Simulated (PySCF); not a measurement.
Isomers of C3H5ClS. Level of theory: PySCF, PBE0-D3(BJ)/def2-SVP geometry optimisation, gas phase. One conformer each; no zero-point energy, no entropy. No frequencies were run at this level. Point groups hold within 0.08 Å.

Question: Order them by energy at this level, lowest first, and give relative energies in kJ/mol.
A. `[CH2:1]=[C:2]([Cl:3])[S:4][CH3:5]` with C1–C2–S4–C5 -137°
B. `[CH3:1][C:2](=[S:3])[CH2:4][Cl:5]` with C1–C2–C4–Cl5 38°

Answer: B (0.0), A (31.9).

As drawn, the lower has a C=S bond, which the higher lacks; the higher has a C=C bond outside aromatic rings, which the lower lacks.

```
   SMILES      E (Eh)  E rel (kJ/mol)  dipole (D)  point group     A, B, C (MHz)
CC(=S)CCl  -974.92170             0.0        1.41           C1  6953, 1605, 1368
C=C(Cl)SC  -974.90955            31.9        1.12           C1  4388, 2504, 1739
```

***

Isomers of C3H6BF. Computed with PySCF 2.14.0, PBE0-D3(BJ)/def2-SVP geometry optimisation, gas phase. One conformer each; no zero-point energy, no entropy. No frequencies were run at this level. Point groups hold within 0.08 Å.

Question: Order them by energy at this level, lowest first, and give relative energies in kcal/mol.
A. `B/C(C)=C\F`
B. `[BH2:1][C@@H:2]1[CH2:3][C@@H:4]1[F:5]` with H–B1–C2–C3 -136° and 41°

Answer: A (0.0), B (5.9).

As drawn, the lower has a C=C bond outside aromatic rings, which the higher lacks; the higher has a three-membered ring, which the lower lacks.

```tsv
SMILES	E (Eh)	E rel (kcal/mol)	dipole (D)	point group	A, B, C (MHz)
B/C(C)=C\F	-242.12281	0.0	1.98	near Cs	8805, 3793, 2696
B[C@@H]1C[C@@H]1F	-242.11337	5.9	2.16	C1	7921, 4807, 3681
```

***

Isomers of CH7NSn. Method: PBE0-D3(BJ)/def2-SVP geometry optimisation, gas phase, def2 core potentials past Kr in PySCF. Energies are electronic, without zero-point or thermal terms, for one conformer each. No frequencies were run at this level. Point groups hold within 0.08 Å.

Question: Order them by energy at this level, lowest first, and give relative energies in kcal/mol.
A. `[NH2:1][CH2:2][SnH3:3]` with H–N1–C2–Sn3 59° and -60°
B. SnH3(NHMe), `[H][Sn]([H])([H])[NH]C`

Answer: B (0.0), A (2.5).

```csv
SMILES,E (Eh),E rel (kcal/mol),dipole (D),point group,"A, B, C (MHz)"
[H][Sn]([H])([H])[NH]C,-311.14252,0.0,0.75,–,"24723, 2927, 2786"
N[CH2][SnH3],-311.13850,2.5,0.33,–,"21815, 2766, 2628"
```
